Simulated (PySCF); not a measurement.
NICS in isomers of C6H11NO2Si.

Probes without a nucleus sit at each ring's centroid and 1 Å off its mean plane on both sides; NICS is minus the shielding there, NICSzz its component along the normal. Level: GIAO PBE0/pcSseg-1 (PySCF, non-relativistic, gas phase) on the GFN2-xTB geometries, one conformer each. Atom numbers follow the mapped SMILES.

Question: Order these rings by mean NICS(1)zz, lowest (most negative) first (ppm).
A. ring C3–C7–O8–Si9–O10 in `[CH3:1][CH2:2][C@@:3]1([CH2:4][C:5]#[N:6])[CH2:7][O:8][SiH2:9][O:10]1`
B. ring N6–C7–C8–C9–C10 in `[CH3:1][O:2][CH2:3][Si@@H:4]([OH:5])[n:6]1[cH:7][cH:8][cH:9][cH:10]1`
C. ring C7–C8–C9 in `[NH2:1][C:2](=[O:3])[Si@@H:4]1[CH2:5][C@@H:6]([CH:7]2[CH2:8][CH2:9]2)[O:10]1`
D. ring C5–C6–N7–O8–C9 in `[CH3:1][CH2:2][O:3][CH2:4][c:5]1[cH:6][n:7][o:8][c:9]1[SiH3:10]`
E. ring N6–C7–C8–C9–C10 in `[CH3:1][O:2][Si@H:3]([OH:4])[CH2:5][n:6]1[cH:7][cH:8][cH:9][cH:10]1`

Answer: E (-30.5), B (-29.3), D (-28.1), C (-23.9), A (-5.1).

| SMILES | ring | NICS(0) | NICS(1) | NICS(1)zz | HOMA | rms pucker (Å) | ring atoms with four or more neighbours |
| --- | --- | --- | --- | --- | --- | --- | --- |
| CO[Si@H](O)Cn1cccc1 | 5-membered ring with N; formal bonds all aromatic | -13.7 | -10.9 | -30.5 | 0.93 | 0.00 | 0 |
| COC[Si@@H](O)n1cccc1 | 5-membered ring with N; formal bonds all aromatic | -12.9 | -11.0 | -29.3 | 0.82 | 0.00 | 0 |
| CCOCc1cnoc1[SiH3] | 5-membered ring with N and O; formal bonds all aromatic | -11.3 | -11.5 | -28.1 | 0.65 | 0.00 | 0 |
| NC(=O)[Si@@H]1C[C@@H](C2CC2)O1 | 3-membered carbocycle; formal bonds all single | -44.1 | -8.7 | -23.9 | – | 0.00 | 3 |
| CC[C@@]1(CC#N)CO[SiH2]O1 | 5-membered ring with 2 O and Si; formal bonds all single | -7.6 | -2.6 | -5.1 | – | 0.10 | 3 |

NICS(0) gives another order. The isotropic NICS(1) gives another order. HOMA uses Krygowski's 1993 parameters; it is left out where a ring has a four-coordinate atom, a triple bond, no multiple bond or a kind of bond without parameters. NICS(1) and NICS(1)zz are means over the two faces.
